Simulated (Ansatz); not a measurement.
Cost and result up the ladder for nido-B6H10 (SH for H, site c on B) (B6H10S) (17 atoms). Charge 0, multiplicity 1. Geometry: PBE0-D4/def2-SVP.

```xyz
17

B     0.4800    0.4499    1.2665
B     1.5446   -0.3751    0.1829
B    -0.9663    0.0009   -1.0508
B     0.6531   -0.7278   -1.3229
B    -0.1307   -0.8920    0.2236
B    -0.9965    0.6811    0.5613
S    -2.6266    1.0323    1.2986
H     0.8005    0.4465    2.4239
H     2.5849   -0.9032    0.4578
H    -1.9210   -0.2656   -1.7252
H     0.9100   -1.5794   -2.1242
H    -0.5005   -1.9542    0.6384
H    -2.1542    1.6053    2.4242
H     1.4734    0.9376    0.5157
H     1.7136    0.0168   -1.1431
H     0.0329    0.2599   -1.9459
H    -0.8973    1.2670   -0.6809
```

Ansatz on 4 threads of Arm Neoverse V1 on a shared host. Times are rough, and most runs start from the orbitals of an earlier one. PBE0-D4/def2-TZVP serves as the yardstick here, not as an exact answer. Differences are given only for rows in sets of like size (and for xTB, whose basis is part of the method), since another set adds its own error. Binding counts from free atoms at the same level (B doublet, S triplet, H doublet; other spins of the atoms weren't run), without zero-point energy or a counterpoise term.

HSE06 is defined as in plane-wave codes, on full-range PBE exchange. Correlated methods freeze 11 core orbitals. The rows differ in basis, and correlated rows in double-zeta sets carry the largest basis error.

Correlated methods converge slowly with the basis, most of all in double-zeta sets.

| level | functions | wall time | binding energy per atom (eV) | difference from PBE0-D4/def2-TZVP (eV) |
| --- | --- | --- | --- | --- |
| PBE-D4/def2-SVP | 152 | 2.3 s | 3.84 | – |
| LDA (SPW92)/def2-TZVP | 283 | 2.8 s | 4.25 | 0.47 |
| PBE0-D4/def2-SVP | 152 | 2.8 s | 3.82 | – |
| PBE-D4/def2-TZVP (with forces) | 283 | 5.5 s | 3.81 | 0.03 |
| MP2/def2-TZVP | 283 | 6.5 s | 3.64 | -0.14 |
| PBE0-D4/def2-TZVP | 283 | 7 s | 3.78 | 0.00 |
| HSE06-D4/def2-TZVP | 283 | 7 s | 3.78 | 0.00 |
| r2SCAN-D4/def2-TZVP | 283 | 9 s | 3.79 | 0.01 |
| CCSD(T)/def2-SVP | 152 | 32 s | 3.55 | – |
